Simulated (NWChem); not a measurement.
## Basis-set convergence for H4S2Si

```xyz
7

Si     0.0000     0.0000    -0.7845
S     -0.5469     1.7357     0.3801
S      0.5469    -1.7357     0.3801
H     -1.2136    -0.2284    -1.6381
H      1.2136     0.2284    -1.6381
H      0.6406     1.7929     1.0477
H     -0.6406    -1.7929     1.0477
```
Charge 0, spin multiplicity 1.

The numbers come from NWChem runs, not from measurements. Structure: optimised with PBE/def2-SVP, a minimum by its harmonic frequencies. It is one conformer; others weren't searched.

Quantity: LUMO energy at the level PBE.

The Pople sets run with spherical d functions. The structure started from a generated list of species.

**Question.** In aug-cc-pVTZ the value is -1.33 eV. Among STO-3G, pcseg-1, cc-pVDZ, 6-311G**, def2-SVPD, aug-cc-pVDZ, def2-TZVP, pcseg-2, def2-TZVPD, which is the smallest basis within 0.1 eV of it?

**Answer.** 6-311G**, with 102 functions against 242 and about 2 % of the time (also within reach: def2-SVPD, aug-cc-pVDZ, pcseg-2, def2-TZVPD). aug-cc-pVTZ isn't the basis-set limit itself, and a small set can land close by cancellation.

```json
[
 {"basis": "STO-3G", "functions": "31", "LUMO energy (eV)": "3.73"},
 {"basis": "pcseg-1", "functions": "74", "LUMO energy (eV)": "-1.19"},
 {"basis": "cc-pVDZ", "functions": "74", "LUMO energy (eV)": "-0.82"},
 {"basis": "6-311G**", "functions": "102", "LUMO energy (eV)": "-1.28"},
 {"basis": "def2-SVPD", "functions": "110", "LUMO energy (eV)": "-1.27"},
 {"basis": "aug-cc-pVDZ", "functions": "117", "LUMO energy (eV)": "-1.30"},
 {"basis": "def2-TZVP", "functions": "135", "LUMO energy (eV)": "-1.18"},
 {"basis": "pcseg-2", "functions": "158", "LUMO energy (eV)": "-1.29"},
 {"basis": "def2-TZVPD", "functions": "171", "LUMO energy (eV)": "-1.36"},
 {"basis": "aug-cc-pVTZ", "functions": "242", "LUMO energy (eV)": "-1.33"}
]
```
